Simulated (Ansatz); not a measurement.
Species: [Al(H)3(H2O)] (charge 0, multiplicity 1), formula H5AlO.

Question: How many basis functions does frozen-core CCSD(T)/cc-pVTZ // B3LYP-D3(BJ)/def2-SVP in Ansatz (a first-principles code) use, how many core orbitals are frozen, and how many electrons are correlated?

Answer: 134 basis functions and 6 frozen orbitals, which leaves 14 correlated electrons. Core time is of the order of seconds.
